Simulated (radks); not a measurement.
Te II, configuration [Kr] 4d10 5s2 5p3 (the NIST ground configuration).

All-electron calculation, Dirac Kohn-Sham, BLYP, spin-unpolarised, spherical densities, finite nucleus; open shells fill j = l - 1/2 first; Fermi nuclear charge, rms radius 4.7423 fm. Program: a radial shooting solver on a logarithmic mesh with Libxc functionals.

Energy parts (eV):
| part | energy |
|---|---|
| total | -184953.952 |
| kinetic | 195598.945 |
| electron-nucleus | -448834.613 |
| Hartree | 73083.557 |
| exchange-correlation | -4801.842 |

Orbitals (lengths in bohr, moments of r in powers of bohr; r(90%) holds 90 % of the orbital's charge):
| orbital | occ. | eigenvalue (eV) | r(90%) | <1/r> |
|---|---|---|---|---|
| 1s1/2 | 2 | -31617.89 | 0.0500 | 55.57 |
| 2s1/2 | 2 | -4854.432 | 0.185 | 12.94 |
| 2p1/2 | 2 | -4549.345 | 0.165 | 12.93 |
| 2p3/2 | 4 | -4274.728 | 0.173 | 11.96 |
| 3s1/2 | 2 | -972.7159 | 0.474 | 4.601 |
| 3p1/2 | 2 | -847.2214 | 0.470 | 4.512 |
| 3p3/2 | 4 | -796.0521 | 0.486 | 4.274 |
| 3d3/2 | 4 | -574.4942 | 0.464 | 4.127 |
| 3d5/2 | 6 | -563.7921 | 0.469 | 4.065 |
| 4s1/2 | 2 | -172.6748 | 1.10 | 1.837 |
| 4p1/2 | 2 | -129.5367 | 1.17 | 1.724 |
| 4p3/2 | 4 | -119.7904 | 1.22 | 1.647 |
| 4d3/2 | 4 | -50.9911 | 1.48 | 1.381 |
| 4d5/2 | 6 | -49.5196 | 1.50 | 1.362 |
| 5s1/2 | 2 | -23.1344 | 2.97 | 0.6409 |
| 5p1/2 | 2 | -14.0423 | 3.62 | 0.5312 |
| 5p3/2 | 1 | -13.1162 | 3.77 | 0.5072 |

The highest occupied level is 5p3/2 at -13.116 eV. Summed over all electrons, <r^2> = 49.30 bohr^2, which gives a Langevin (diamagnetic) susceptibility term of -39 x 10^-6 cm^3/mol.
